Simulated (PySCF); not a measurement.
C2H9AlN2O, singlet, at a GFN2-xTB geometry (such geometries of metal compounds can be far from the true shape), atoms displaced at random by about 0.03 Å a coordinate.

The PySCF input:
```python
from pyscf import gto, scf, dft

mol = gto.Mole()
mol.atom = '''
    Al   -0.514521   -0.150651   -0.573101
    O    -0.843441   -1.788276   -0.936817
    H    -1.052634   -2.692428   -1.088984
    N    -1.099389    1.127964   -1.582591
    H    -1.729659    0.929530   -2.371188
    H    -0.975299    2.155249   -1.537302
    N     0.552631    0.204774    0.759155
    C     1.195942   -0.808694    1.682420
    C     0.966390    1.497415    1.197675
    H     2.283342   -0.786792    1.637596
    H     0.874748   -0.744768    2.674082
    H     0.888737   -1.791715    1.343466
    H     0.664282    1.703713    2.201247
    H     2.025022    1.651851    1.143835
    H     0.505587    2.194652    0.411732
'''
mol.basis = 'sto-3g'
mol.charge = 0
mol.spin = 0
mol.verbose = 3
mol.build()

mf = dft.RKS(mol)
mf.xc = 'r2scan'
mf.kernel()
g = mf.nuc_grad_method()
grad = g.kernel()
```

Q: Predict the total energy from R2SCAN/STO-3G, gradient (PySCF).

A: -502.2968 Eh

Q: Estimate the HOMO energy that R2SCAN/STO-3G, gradient returns for this input.

A: -0.98 eV

Q: What is the computed number of basis functions (R2SCAN/STO-3G, gradient)?

A: 43

Q: Give the nuclear repulsion energy at the level R2SCAN/STO-3G, gradient.

A: 303.1608 Eh

Q: What Mulliken (on the basis functions themselves) charges in atom order does R2SCAN/STO-3G, gradient give?

A: Al1 1.08, O2 -0.56, H3 0.21, N4 -0.63, H5 0.14, H6 0.15, N7 -0.46, C8 -0.19, C9 -0.15, H10 0.07, H11 0.08, H12 0.07, H13 0.07, H14 0.07, H15 0.06

Q: Give the dipole moment at the level R2SCAN/STO-3G, gradient.

A: 0.99 D
